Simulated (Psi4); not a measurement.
BFO, triplet, geometry from GFN2-xTB (a higher spin typed on purpose: for a closed-shell molecule this is an excited state); B3LYP/def2-SVP in Psi4.

The Psi4 input:
```
memory 2 GB

molecule {
0 3
  F    -0.99621526    0.24724638    0.11745443
  B     0.04267924   -0.54682470   -0.35213529
  O     1.09406763    0.06361327    0.08794831
}

set basis def2-svp
set reference uks
set dft_radial_points 35

energy('b3lyp')
print_variables()
```

Question: Write the output that Psi4 gives for this input, abridged.

Answer: 
```
   => Loading Basis Set <=

    Name: DEF2-SVP
    Role: ORBITAL
    Keyword: BASIS

         ---------------------------------------------------------
                                   SCF
               by Justin Turney, Rob Parrish, Andy Simmonett
                          and Daniel G. A. Smith
                              UKS Reference
         ---------------------------------------------------------

  ==> Geometry <==

    Molecular point group: cs
    Full point group: Cs

    Geometry (in Angstrom), charge = 0, multiplicity = 3:

       Center              X                  Y                   Z               Mass
    ------------   -----------------  -----------------  -----------------  -----------------
         F            0.279772991076     0.976037589122     0.000000000000    18.998403162730
         B           -0.642004272490    -0.063525705596     0.000000000000    11.009305360000
         O            0.109583642142    -1.115590933332     0.000000000000    15.994914619570

  Running in cs symmetry.

  Rotational constants: A =      2.90818  B =      0.43820  C =      0.38082 [cm^-1]
  Rotational constants: A =  87185.17584  B =  13137.02337  C =  11416.75224 [MHz]
  Nuclear repulsion =   51.666294163022371

  Charge       = 0
  Multiplicity = 3
  Electrons    = 22
  Nalpha       = 12
  Nbeta        = 10

  ==> Algorithm <==

  SCF Algorithm Type is DF.
  DIIS enabled.
  MOM disabled.
  Fractional occupation disabled.
  Guess Type is SAD.
  Energy threshold   = 1.00e-06
  Density threshold  = 1.00e-06
  Integral threshold = 1.00e-12

  ==> Primary Basis <==

  Basis Set: DEF2-SVP
    Blend: DEF2-SVP
    Number of shells: 18
    Number of basis functions: 42
    Number of Cartesian functions: 45
    Spherical Harmonics?: true
    Max angular momentum: 2

  ==> DFT Potential <==

   => LibXC <=

    Version 7.1.2
    S. Lehtola, C. Steigemann, M. J. T. Oliveira, and M. A. L. Marques,  SoftwareX 7, 1–5 (2018) (10.1016/j.softx.2017.11.002)

   => Composite Functional: B3LYP <=

    B3LYP Hyb-GGA Exchange-Correlation Functional

    P. J. Stephens, F. J. Devlin, C. F. Chabalowski, and M. J. Frisch,  J. Phys. Chem. 98, 11623 (1994) (10.1021/j100096a001)

    Deriv               =              1
    GGA                 =           TRUE
    Meta                =          FALSE

    Exchange Hybrid     =           TRUE
    MP2 Hybrid          =          FALSE

   => Exchange Functionals <=

    0.0800   Slater exchange
    0.7200         Becke 88

   => Exact (HF) Exchange <=

    0.2000               HF

   => Correlation Functionals <=

    0.1900   Vosko, Wilk & Nusair (VWN5_RPA)
    0.8100   Lee, Yang & Parr

   => LibXC Density Thresholds  <==

    XC_HYB_GGA_XC_B3LYP:  1.00E-15

   => Molecular Quadrature <=

    Radial Scheme          =       TREUTLER
    Pruning Scheme         =           NONE
    Nuclear Scheme         =       TREUTLER

    Blocking Scheme        =         OCTREE
    BS radius alpha        =              1
    Pruning alpha          =              1
    Radial Points          =             35
    Spherical Points       =            302
    Total Points           =          31286
    Total Blocks           =            295
    Max Points             =            256
    Max Functions          =             41
    Weights Tolerance      =       1.00E-15

   => Loading Basis Set <=

    Name: (DEF2-SVP AUX)
    Role: JKFIT
    Keyword: DF_BASIS_SCF

  ==> Integral Setup <==

  SCF_SUBTYPE=INCORE selected. In-core MEM_DF algorithm will be used.
  Using in-core AOs.

  ==> MemDFJK: Density-Fitted J/K Matrices <==

    J tasked:                   Yes
    K tasked:                   Yes
    wK tasked:                   No
    Algorithm:                 Core
    Schwarz Cutoff:           1E-12
    Mask sparsity (%):       0.1134
    Fitting Condition:        1E-10

   => Auxiliary Basis Set <=

  Basis Set: (DEF2-SVP AUX)
    Blend: DEF2-UNIVERSAL-JKFIT
    Number of shells: 75
[...]

   -------------------------
    Irrep   Nso     Nmo
   -------------------------
     A'        30      30
     A"        12      12
   -------------------------
    Total      42      42
   -------------------------

  ==> Iterations <==

                           Total Energy        Delta E     RMS |[F,P]|

   @DF-UKS iter SAD:  -199.13214104738282   -1.99132e+02   0.00000e+00
   @DF-UKS iter   1:  -199.59527072494697   -4.63130e-01   1.39710e-02 ADIIS/DIIS
   @DF-UKS iter   2:  -199.39636713093202    1.98904e-01   2.53121e-02 ADIIS/DIIS
   @DF-UKS iter   3:  -199.68197597137856   -2.85609e-01   3.08777e-03 ADIIS/DIIS
   @DF-UKS iter   4:  -199.68373768377930   -1.76171e-03   2.70408e-03 ADIIS/DIIS
   @DF-UKS iter   5:  -199.68633594406842   -2.59826e-03   4.76103e-04 ADIIS/DIIS
   @DF-UKS iter   6:  -199.68653839035471   -2.02446e-04   1.93288e-04 ADIIS/DIIS
   @DF-UKS iter   7:  -199.68657489929359   -3.65089e-05   3.35472e-05 DIIS
   @DF-UKS iter   8:  -199.68657710340227   -2.20411e-06   1.12878e-05 DIIS
   @DF-UKS iter   9:  -199.68657741532112   -3.11919e-07   3.55579e-06 DIIS
   @DF-UKS iter  10:  -199.68657746733925   -5.20181e-08   1.67149e-06 DIIS
   @DF-UKS iter  11:  -199.68657747272317   -5.38392e-09   2.59210e-07 DIIS
  Energy and wave function converged.

  ==> Post-Iterations <==

   Electrons on quadrature grid:
      Nalpha   =   12.0000159043 ; deviation = 1.590e-05
      Nbeta    =   10.0000141563 ; deviation = 1.416e-05
      Ntotal   =   22.0000300605 ; deviation = 3.006e-05

   @Spin Contamination Metric:   2.897809063E-03
   @S^2 Expected:                2.000000000E+00
   @S^2 Observed:                2.002897809E+00
   @S   Expected:                1.000000000E+00
   @S   Observed:                1.000000000E+00

    Orbital Energies [Eh]
    ---------------------

    Alpha Occupied:

[...]
    Alpha Virtual:

[...]
    Beta Occupied:

[...]
       2App   -0.381588

    Beta Virtual:

[...]
    Final Occupation by Irrep:
             Ap   App
    DOCC [     8,    2 ]
    SOCC [     2,    0 ]
    NA   [    10,    2 ]
    NB   [     8,    2 ]

  @DF-UKS Final Energy:  -199.68657747272317

   => Energetics <=

    Nuclear Repulsion Energy =             51.6662941630223713
    One-Electron Energy =                -377.7577241240712738
    Two-Electron Energy =                 145.0410607388852497
    DFT Exchange-Correlation Energy =     -18.6362082505595055
    Empirical Dispersion Energy =           0.0000000000000000
    VV10 Nonlocal Energy =                  0.0000000000000000
    Total Energy =                       -199.6865774727231724

  UHF NO Occupations:
  HONO-2 :    8 Ap 1.9994574
  HONO-1 :    9 Ap 1.0000000
  HONO-0 :   10 Ap 1.0000000
  LUNO+0 :   11 Ap 0.0005426
  LUNO+1 :   12 Ap 0.0004480
  LUNO+2 :   13 Ap 0.0002055
  LUNO+3 :    3App 0.0001194

Computation Completed

Properties will be evaluated at   0.000000,   0.000000,   0.000000 [a0]

Properties computed using the SCF density matrix

 Multipole Moments:

 ------------------------------------------------------------------------------------
     Multipole            Electronic (a.u.)      Nuclear  (a.u.)        Total (a.u.)
 ------------------------------------------------------------------------------------

 L = 1.  Multiply by 2.5417464519 to convert [e a0] to [Debye]
 Dipole X            :         -0.6960377            0.3488523           -0.3471854
 Dipole Y            :          0.8074057           -0.8655280           -0.0581223
 Dipole Z            :          0.0000000            0.0000000            0.0000000
 Magnitude           :                                                    0.3520169

 ------------------------------------------------------------------------------------

  Variable Map:
  ----------------------------------------------------------------------------
[...]
  Array Variable Map:
  ----------------------------------------------------------------------------
[...]
[...]
```
